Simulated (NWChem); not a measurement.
System: SiClF, singlet; SMILES F[Si]Cl

Input file for NWChem:

```
start job
memory heap 200 mb stack 900 mb global 1100 mb
geometry units angstroms noautosym nocenter noautoz
  Si     0.662467    -0.599868     0.000000
  F     -0.696492    -1.529652     0.000000
  Cl    -0.174854     1.337628     0.000000
end
basis spherical
  * library 6-31g*
end
dft
  xc b3lyp
  iterations 150
end
cosmo
  do_cosmo_smd true
  solvent clbenzen
end
task dft energy
```

Excerpt of the output:

```
             Northwest Computational Chemistry Package (NWChem) 7.3.0
             --------------------------------------------------------

                             Geometry "geometry" -> ""
                             -------------------------

 Output coordinates in angstroms (scale by  1.889725989 to convert to a.u.)

  No.       Tag          Charge          X              Y              Z
 ---- ---------------- ---------- -------------- -------------- --------------
    1 Si                  14.0000     0.66246700    -0.59986800     0.00000000
    2 F                    9.0000    -0.69649200    -1.52965200     0.00000000
    3 Cl                  17.0000    -0.17485400     1.33762800     0.00000000

 Effective nuclear repulsion energy (a.u.)     127.9445424933

                                 NWChem DFT Module
                                 -----------------

 Summary of "ao basis" -> "ao basis" (spherical)
 ------------------------------------------------------------------------------
       Tag                 Description            Shells   Functions and Types
 ---------------- ------------------------------  ------  ---------------------
 Si                          6-31g*                  8       18   4s3p1d
 F                           6-31g*                  6       14   3s2p1d
 Cl                          6-31g*                  8       18   4s3p1d

 in cosmo_initialize ...
 calling solv_data for solv:clbenzen

 solvent parameters
 solvname_short: clbenzen
 solvname_long:  chlorobenzene
 dielec:        5.6968
 dielecinf:     2.3229
 nonaqueous SMD model solvent descriptors
 dielec:        5.6968
 sola:          0.0000
 solb:          0.0700
 solc:          0.8570
 solg:         47.4800
 solh:          0.1430
 soln:          1.5241

          ---------------
          -cosmo- solvent
          ---------------
 Cosmo: York-Karplus, doi: 10.1021/jp992097l
 dielectric constant -eps-     =   5.70
 screen = (eps-1)/(eps    )    =   0.82446
 surface charge correction     = lagrangian

   van der Waals surface
 --------------------------

[...]

                                COSMO-SMD solvation results
                                ---------------------------

             internal energy in gas <Psi(g)|H|Psi(g)> =      -849.597482779403
         internal energy in solvent <Psi(s)|H|Psi(s)> =      -849.597207587170
                               delta internal energy  =         0.000275192233 (    0.17 kcal/mol)
   total free energy in solvent <Psi(s)|H+V/2|Psi(s)> =      -849.600492775902
 polarization energy contribution <Psi(s)|V/2|Psi(s)> =        -0.003285188733 (   -2.06 kcal/mol)
    total free energy in solvent including G(SMD-CDS) =      -849.602556624748
                       G(SMD-CDS) energy contribution =        -0.002063848845 (   -1.30 kcal/mol)
     1 M fixed-concentration free energy of solvation =        -0.005073845345 (   -3.18 kcal/mol)

                       DFT Final Molecular Orbital Analysis
                       ------------------------------------

 Vector   18  Occ=2.000000D+00  E=-3.462993D-01
              MO Center= -1.4D-01,  1.2D+00, -7.2D-09, r^2= 1.5D+00
   Bfn.  Coefficient  Atom+Function         Bfn.  Coefficient  Atom+Function
  ----- ------------  ---------------      ----- ------------  ---------------
    41      0.688523  3 Cl pz                45      0.386232  3 Cl pz
    37     -0.270969  3 Cl pz                 9      0.120878  1 Si pz
    23     -0.119590  2 F  pz                27     -0.094245  2 F  pz
    15      0.048941  1 Si d -1               5     -0.046648  1 Si pz
    13      0.040108  1 Si pz

 Vector   19  Occ=2.000000D+00  E=-3.387585D-01
              MO Center= -1.2D-01,  1.1D+00,  7.1D-09, r^2= 1.7D+00
   Bfn.  Coefficient  Atom+Function         Bfn.  Coefficient  Atom+Function
  ----- ------------  ---------------      ----- ------------  ---------------
    39      0.563293  3 Cl px                40      0.404029  3 Cl py
    43      0.304000  3 Cl px                35     -0.220878  3 Cl px
    44      0.215382  3 Cl py                22      0.164617  2 F  py
    36     -0.157585  3 Cl py                26      0.122564  2 F  py
     7      0.103100  1 Si px                10      0.056945  1 Si s

 Vector   20  Occ=2.000000D+00  E=-2.843652D-01
              MO Center=  6.9D-01, -3.0D-01,  1.8D-11, r^2= 3.0D+00
   Bfn.  Coefficient  Atom+Function         Bfn.  Coefficient  Atom+Function
  ----- ------------  ---------------      ----- ------------  ---------------
    10      0.459038  1 Si s                  6      0.434236  1 Si s
     7      0.318273  1 Si px                39     -0.316892  3 Cl px
    40      0.269854  3 Cl py                21     -0.223919  2 F  px
    43     -0.205590  3 Cl px                 2     -0.199016  1 Si s
    25     -0.172341  2 F  px                44      0.161131  3 Cl py

 Vector   21  Occ=0.000000D+00  E=-9.462895D-02
              MO Center=  6.1D-01, -5.3D-01,  2.6D-09, r^2= 2.8D+00
   Bfn.  Coefficient  Atom+Function         Bfn.  Coefficient  Atom+Function
  ----- ------------  ---------------      ----- ------------  ---------------
     9      0.638561  1 Si pz                13      0.500720  1 Si pz
    41     -0.230892  3 Cl pz                 5     -0.224422  1 Si pz
    23     -0.204416  2 F  pz                45     -0.203214  3 Cl pz
    27     -0.190025  2 F  pz                37      0.087610  3 Cl pz
    47     -0.034924  3 Cl d -1              17     -0.025150  1 Si d  1

[...]
```

Level: B3LYP/6-31G* (spherical d), SMD on the gas-phase geometry. Low-valent species are run as closed-shell singlets; no triplet was tried in these runs. Structure relaxed at the PBE-D3(BJ)/def2-SVP level. B3LYP is NWChem's, with the RPA form of VWN correlation. Solvent: chlorobenzene.
